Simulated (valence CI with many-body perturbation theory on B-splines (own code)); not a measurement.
# E1 line list for S XII

Computed by relativistic CI+MBPT: three valence electrons over a frozen Dirac-Fock core [He], radial functions for each j: 11 s, 11 p, 10 d, 8 f, 5 g, 2 h, with the one-electron correlation potential Σ1 (screened to all orders), the two-electron term Σ2, the three-electron term Σ3, Breit, model QED; selected single and double excitations, second order for the rest, scaled by the run's own slope (own B-spline code, finite nucleus).

No measured spectrum was set against this ion. As an estimate, levels of excited configurations hold to 0.05 to 0.15 % of their energy, terms of the ground configuration to about 0.5 %.

Lines 201 to 250 of 535 in falling wavelength, among levels below 482.22 eV, chosen from the strongest by gf and those to the six lowest levels. Wavelengths and rates use the calculated energies, so an error of 300 cm⁻¹ moves a line at 13.00 nm by 0.039 % and its rate by three times that or more. Electric multipoles are in the length gauge, E1 and E2 with the static RPA response of the core. Weak lines are less certain than strong ones. Lines between different terms over intervals too small for the method are left out, as are lines whose strength nearly cancels. Where a level lies close to another of its J and parity, the split of strength between their lines is uncertain. The highest levels of a list are the least certain.

Names give the largest LS component (configuration and term), which can be under half, so a name can repeat, a term be missing and a line seem to break the LS rules; names also repeat where a configuration has a term twice. Letters in brackets count levels of one name in rising energy.

```
λ vac (nm)               Upper               Lower   A (s⁻¹)  S (a.u.)
     13.00   2s2p4f ⁴G_5/2 [b]  2s2p3d ²F°_5/2 [a]  1.05e+10  6.81e-02
     13.00       2s2p4f ²G_7/2  2s2p3d ²F°_5/2 [a]  9.90e+10  8.59e-01
     13.00       2s2p4f ²D_3/2  2s2p3d ²P°_3/2 [a]  4.18e+10  1.81e-01
     13.00       2s2p4f ⁴D_7/2  2s2p3d ²F°_7/2 [a]  2.42e+10  2.10e-01
     12.97       2s2p4f ²G_9/2  2s2p3d ²F°_7/2 [a]  2.49e+11  2.68e+00
     12.88   2s2p4f ⁴F_7/2 [b]  2s2p3d ²F°_5/2 [a]  3.84e+10  3.25e-01
     12.86       2s2p4f ⁴D_7/2  2s2p3d ²F°_5/2 [a]  5.50e+10  4.61e-01
     12.76       2s2p4p ⁴D_7/2      2s2p3d ⁴F°_9/2  8.50e+09  6.98e-02
     12.63  2s2p4s ²P°_1/2 [a]   2s2p3p ²D_3/2 [a]  3.13e+10  6.23e-02
     12.62  2s2p4s ²P°_3/2 [a]   2s2p3p ²D_5/2 [a]  3.07e+10  1.22e-01
     12.61      2s2p4s ⁴P°_5/2       2s2p3p ⁴P_5/2  2.36e+10  1.40e-01
     12.56      2s2p4s ⁴P°_5/2       2s2p3p ⁴P_3/2  1.34e+10  7.83e-02
     12.46       2s2p4f ²G_7/2      2s2p3d ⁴P°_5/2  2.86e+10  2.18e-01
     12.43   2s2p4f ⁴G_5/2 [a]  2s2p3s ²P°_3/2 [b]  1.55e+10  8.82e-02
     12.40   2s2p4f ⁴G_5/2 [a]  2s2p3d ²D°_3/2 [a]  2.34e+10  1.32e-01
     12.38       2s2p4f ⁴F_9/2      2s2p3d ⁴D°_7/2  1.11e+11  1.04e+00
     12.37       2s2p4f ²F_7/2  2s2p3d ²D°_5/2 [a]  9.71e+10  7.26e-01
     12.37       2s2p4f ²F_5/2  2s2p3s ²P°_3/2 [b]  1.95e+10  1.09e-01
     12.35   2s2p4f ⁴F_7/2 [b]      2s2p3d ⁴P°_5/2  4.62e+10  3.44e-01
     12.35       2s2p4f ⁴D_5/2      2s2p3d ⁴P°_3/2  1.10e+11  6.11e-01
     12.35   2s2p4f ⁴G_5/2 [a]      2s2p3d ⁴D°_5/2  1.27e+10  7.08e-02
     12.35   2s2p4f ⁴G_5/2 [a]      2s2p3d ⁴D°_3/2  4.42e+10  2.46e-01
     12.35   2s2p4f ⁴F_7/2 [a]      2s2p3d ⁴D°_5/2  1.51e+11  1.12e+00
     12.34       2s2p4f ²F_5/2  2s2p3d ²D°_3/2 [a]  2.31e+10  1.29e-01
     12.34       2s2p4f ⁴D_3/2      2s2p3d ⁴P°_1/2  9.20e+10  3.42e-01
     12.34       2s2p4f ²G_7/2  2s2p3d ²D°_5/2 [a]  3.10e+10  2.30e-01
     12.33       2s2p4f ⁴D_7/2      2s2p3d ⁴P°_5/2  1.53e+11  1.13e+00
     12.33       2s2p4f ⁴D_1/2      2s2p3d ⁴P°_1/2  2.30e+11  4.26e-01
     12.33   2s2p4f ⁴G_5/2 [b]  2s2p3s ²P°_3/2 [b]  5.27e+10  2.92e-01
     12.33       2s2p4f ⁴D_5/2      2s2p3d ⁴P°_5/2  5.29e+10  2.93e-01
     12.32       2s2p4f ⁴D_3/2      2s2p3d ⁴P°_3/2  1.46e+11  5.41e-01
     12.31       2s2p4f ²D_5/2      2s2p3d ⁴P°_3/2  4.17e+10  2.31e-01
     12.31       2s2p4f ⁴D_1/2      2s2p3d ⁴P°_3/2  5.88e+10  1.08e-01
     12.31  2s2p4s ²P°_3/2 [b]   2s2p3p ²D_5/2 [b]  3.20e+10  1.18e-01
     12.30   2s2p4f ⁴G_5/2 [b]  2s2p3d ²D°_3/2 [a]  8.56e+10  4.72e-01
     12.30       2s2p4f ⁴F_3/2      2s2p3d ⁴D°_3/2  6.46e+10  2.38e-01
     12.30       2s2p4f ⁴F_3/2      2s2p3d ⁴D°_1/2  2.02e+11  7.43e-01
     12.30       2s2p4f ⁴D_3/2      2s2p3d ⁴P°_5/2  1.93e+10  7.08e-02
     12.29       2s2p4f ²F_5/2      2s2p3d ⁴D°_5/2  2.47e+10  1.36e-01
     12.29       2s2p4f ²F_5/2      2s2p3d ⁴D°_3/2  1.82e+11  1.00e+00
     12.29       2s2p4f ²D_5/2      2s2p3d ⁴P°_5/2  5.28e+10  2.90e-01
     12.28       2s2p4f ²F_7/2      2s2p3d ⁴D°_5/2  4.38e+10  3.21e-01
     12.27        2s²4s ²S_1/2       2s²3p ²P°_3/2  4.40e+10  8.03e-02
     12.27       2s²4f ²F°_5/2        2s²3d ²D_5/2  2.08e+10  1.14e-01
     12.27       2s²4f ²F°_7/2        2s²3d ²D_5/2  3.11e+11  2.27e+00
     12.25       2s²4f ²F°_5/2        2s²3d ²D_3/2  2.91e+11  1.59e+00
     12.25       2s2p4f ²G_7/2      2s2p3d ⁴D°_5/2  7.88e+10  5.72e-01
     12.24       2s2p4f ⁴G_9/2      2s2p3d ⁴D°_7/2  1.50e+11  1.36e+00
     12.23   2s2p4f ⁴F_7/2 [b]  2s2p3d ²D°_5/2 [a]  9.78e+10  7.07e-01
     12.23   2s2p4f ⁴F_7/2 [b]      2s2p3d ⁴D°_7/2  4.89e+10  3.53e-01
```
